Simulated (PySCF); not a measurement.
Compounds:
1. SMILES C=C(C)[C@@H]1C[SiH2]1, C$_{5}$H$_{10}$Si
2. `InChI=1S/C5H9FOSi/c1-4-2-7-5(6)3-8-4/h5H,1-3,8H2/t5-/m1/s1`
3. `FC(C[SiH3])=C1COC1`, C$_{5}$H$_{9}$FOSi
4. SMILES COCC(F)(F)C(F)(F)F, C$_{4}$H$_{5}$F$_{5}$O
5. `C(#CC)C[SiH2]C`, C$_{5}$H$_{10}$Si
6. `InChI=1S/C5H10Si/c1-4(2)5-3-6-5/h3,6H2,1-2H3`

- GFN2-xTB geometry
- shielding tensors at PBE0/pcSseg-1 (GIAO)
- code: PySCF 2.14.0 with density-fitted response routines
- equivalent nuclei averaged, no solvent model, a single conformation, non-relativistic

Referencing at the same level of theory: 1H and 13C vs TMS. Shifts are as computed. Against solution values, carbons near 30 ppm lie about +3 ppm off and those near 130 ppm about +5 ppm. Of 1309 compounds with measured shifts, 239 miss one by over three times the rms of a fit or turn the order of signals round; such compounds aren't used in these exercises.

(1) Which show a 13C signal below 10 ppm?

(2) Which show a 1H signal between 3 and 4.5 ppm from a carbon-bound hydrogen?

(3) Which give exactly 4 13C signals?

Results:

(1) 1 (-0.5: three-membered-ring carbon); 5 (5.0, 3.3, -8.2: propargylic methyl carbon, propargylic sp3 CH2 bonded to Si, methyl carbon bonded to Si); 6 (0.1: three-membered-ring carbon).

(2) 2 (4.25: hydrogen on an allylic sp3 CH2 bonded to O); 4 (3.88, 3.63: hydrogen on an sp3 CH2 bonded to O, hydrogen on a methyl carbon bonded to O).

(3) 4 (δ 128.7, 121.0, 74.6, 61.9).
